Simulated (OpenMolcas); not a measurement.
## Nb⁺: effect of correlating more closed shells

```json
{"Program": "OpenMolcas 26.06", "Basis": "ANO-RCC-VTZP [7s6p4d2f1g]", "Scalar Hamiltonian": "DKH2, point nucleus", "Active space": "4 electrons in 5 orbitals (4d)", "State averaging": "2S+1 = 5 even, 5 roots; 2S+1 = 3 even, 45 roots; 2S+1 = 1 even, 50 roots (49 in the spin-orbit step)", "Spin-orbit coupling": "state interaction with AMFI integrals over the reference wave functions, term energies averaged over their components"}
```

Methods on the same reference wave functions:
A. CASSCF
B. MS-CASPT2, IPEA 0.25 Eh, imaginary shift 0.1 Eh (closed shells correlated: none)
C. MS-CASPT2, IPEA 0.25 Eh, imaginary shift 0.1 Eh (closed shells correlated: 4s 4p)
D. MS-CASPT2, IPEA 0.25 Eh, imaginary shift 0.1 Eh (closed shells correlated: 3d 4s 4p)

Energies in cm⁻¹ above 4d⁴ ⁵D₀, the measured ground level; measured values from NIST Handbook of Basic Atomic Spectroscopic Data.

| Level | A | B | C | D | Measured |
| --- | --- | --- | --- | --- | --- |
| 4d⁴ ⁵D₀ | 0.0 | 0.0 | 0.0 | 0.0 | 0.0 |
| 4d⁴ ⁵D₁ | 137 | 159 | 153 | 154 | 159 |
| 4d⁴ ⁵D₂ | 396 | 441 | 430 | 430 | 438 |
| 4d⁴ ⁵D₃ | 755 | 810 | 795 | 796 | 801 |
| 4d⁴ ⁵D₄ | 1194 | 1239 | 1225 | 1226 | 1225 |
| 4d⁴ ³H₄ [66 %] | 13000 | 11240 | 10670 | 10620 |  |
| 4d⁴ ³H₅ | 13299 | 11680 | 11010 | 10970 |  |
| 4d⁴ ³P₀(1) | 13522 | 7760 | 8480 | 8430 |  |
| 4d⁴ ³H₆ | 13604 | 12010 | 11340 | 11290 |  |
| 4d⁴ ³P₁(1) | 14306 | 8520 | 9250 | 9200 |  |
| 4d⁴ ³F₃(1) | 15035 | 11440 | 11480 | 11430 |  |
| 4d⁴ ³F₂(1) | 15047 | 11290 | 11400 | 11340 |  |
| 4d⁴ ³F₄(1) [68 %] | 15170 | 11720 | 11660 | 11610 |  |
| 4d⁴ ³P₂(1) | 15576 | 9770 | 10490 | 10440 |  |
| 4d⁴ ³G₃ | 16460 | 13830 | 13210 | 13160 |  |
| 4d⁴ ³G₄ | 16756 | 14150 | 13530 | 13470 |  |
| 4d⁴ ³G₅ | 16958 | 14460 | 13790 | 13740 |  |
| 4d⁴ ¹I₆ | 19745 | 17440 | 16400 | 16330 |  |
| 4d⁴ ³D₃ | 20936 | 16980 | 16320 | 16240 |  |
| 4d⁴ ¹G₄(1) | 20979 | 17100 | 16920 | 16850 |  |
| 4d⁴ ³D₂ [54 %] | 21031 | 16600 | 16260 | 16190 |  |
| 4d⁴ ³D₁ | 21180 | 17230 | 16580 | 16500 |  |
| 4d⁴ ¹S₀ | 24103 | 18550 | 18740 | 18660 |  |
| 4d⁴ ¹D₂(1) [53 %] | 25543 | 17800 | 17970 | 17890 |  |

Deviations, from unrounded energies. A percentage is the sum of absolute deviations over the sum of measured energies, with the sign that they share, or ± where signs differ.

```csv
Against measurement,Levels,A,B,C,D
mean absolute deviation (cm-1),4,35,6.3,5.3,5
fine structure of the ground term (%),4,-5.4,±1.0,±0.8,±0.8
```

B, C, D lie about equally close to measurement and A furthest from it. The largest miss of D in the table is 4d⁴ ⁵D₂, by -8 cm-1. The ranking rests on the paired levels alone, and a cruder setting can come out closer through cancelling errors.

Among B to D the level of the table that moves most is 4d⁴ ¹I₆, by 1100 cm-1 (lowest in D, highest in B). Moves below CASPT2's spread within the term are not significant.

The two smallest mean deviations differ by little beside CASPT2's spread within terms, so their order carries little weight.

From A to B the spin-free energies of the other terms of 4d⁴ shown, above ⁵D, scale by factors of 0.58 to 0.87.

The lowest spin-free term lies below A's lowest term by 0.039 hartree in B, 0.318 hartree in C, 0.360 hartree in D.

What an inner shell adds also hangs on whether the basis holds functions to correlate it.

Term energies are means over components that CASPT2 splits; among the terms shown or strongly mixed into the levels shown the widest spread is 1400 cm-1 (4d⁴ ¹I, D). Over all roots computed the reference weight is 0.93 to 0.98 in B; the roots of lowest weight are the least certain, and an intruder state may touch them. Some high roots are left out of the spin-orbit mixing, which shifts the levels that they would mix with. Configurations with an s electron lie low at this charge and mix in, so terms can be misplaced. The CASPT2 spread within a term exceeds the gap to the next term for 4d⁴ ³F(1) and 4d⁴ ³H, 4d⁴ ¹G(1) and 4d⁴ ³D, 4d⁴ ³D and 4d⁴ ¹D(1) and others, so the order of their levels is uncertain, and so are names and mixing where such terms share a J (figures for B; the like holds for C, D). Without dynamic correlation excited terms often stand tens of per cent too high (terms of higher spin than the ground term too low), and those without a measured partner can miss by more than the paired ones (holds for A). Some terms miss by over 15 % even with CASPT2, which points to a basis or an active space too small for the shells correlated (holds for B; C; D). Measured partners are found by configuration, term and J. A level has none where our copy of the source lacks it or the pairing is in doubt (some pairs that miss far off the trend of their configuration count as doubtful), and it then counts in no deviation. Levels of configurations outside the active space are missing. Levels that lie high or do not pair safely by name in every column are left out.

A share in square brackets marks a mixed level and gives the weight of the term that names it, the lowest over the columns. A number in round brackets counts repeated terms of one configuration in the order of the reference energies.
